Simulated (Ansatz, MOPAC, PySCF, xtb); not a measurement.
Noncovalent pair: HF (SMILES F) (first 2 atoms) with H2 (SMILES [H][H]); geometry from B3LYP-D3(BJ)/def2-TZVP, rigid monomers moved along the line of their centres of mass till H2···H4 is 1.78 Å.
(charge 0, multiplicity 1):
```xyz
4

F     -0.082     0.194    -0.504
H     -0.069     0.099     0.418
H     -0.094    -0.440     2.113
H      0.005     0.296     2.184
```

```tsv
level	interaction energy (kcal/mol)	minus CCSD(T)/CBS(aug-cc-pVTZ, aug-cc-pVQZ)	cost
GFN-FF	2.55	3.32	-
PM3	-3.22	-2.44	-
PM6	-1.38	-0.61	-
HF/STO-3G (no counterpoise)	4.49	5.27	-
HF/3-21G (no counterpoise)	1.88	2.66	-
HF/aug-cc-pVTZ	0.48	1.26	-
r2SCAN/def2-TZVPPD	-0.85	-0.08	×2
r2SCAN-D3(BJ)/def2-TZVPPD	-0.91	-0.13	×2
B3LYP/6-311+G** (no counterpoise)	-0.67	0.11	-
PBE0/def2-TZVPPD	-1.13	-0.36	×1
M06-2X/6-31G* (no counterpoise)	0.47	1.25	-
MP2/aug-cc-pVQZ	-0.67	0.10	-
CCSD/aug-cc-pVQZ	-0.54	0.24	-
CCSD(T)/CBS(aug-cc-pVTZ, aug-cc-pVQZ)	-0.78	0.00	×600*
```

 The comparison column counts from a level with limits of its own.

The rows run from -3.22 (PM3) to 4.49 kcal/mol (HF/STO-3G (no counterpoise)). The dispersion term adds -0.06 in r2SCAN-D3(BJ).

Interaction energies are E(AB) − E(A) − E(B) at the monomers' geometry in the complex; basis-set methods are counterpoise corrected. Rows marked so take none.

Correlated levels freeze the cores. CBS(a, b) extrapolates the correlation energy as X⁻³ and adds the Hartree–Fock energy of set b. Rows in 3-21G, 6-311+G**, 6-31G*, STO-3G carry no dispersion term and start afresh at each structure (6-31G* with six Cartesian d functions). The state that PM3, PM6 reach isn't checked.

Programs: Ansatz (Gaussian orbitals); MOPAC for PM3, PM6 (differences of heats of formation); PySCF for 3-21G rows, 6-311+G** rows, 6-31G* rows, STO-3G rows, the dispersion terms; xtb for the GFN methods. Each number belongs to the level named beside it.

Costs are rough ratios of core time to PBE/def2-TZVPPD (about 1.2 s over the structures, on one shared machine); a dash marks a level with no comparable run of its own. A star marks coupled-cluster runs past 200 virtual orbitals, where the program's memory plan changes under this machine's limit, so their costs aren't comparable with smaller runs.

Ansatz is a program for electronic structure.
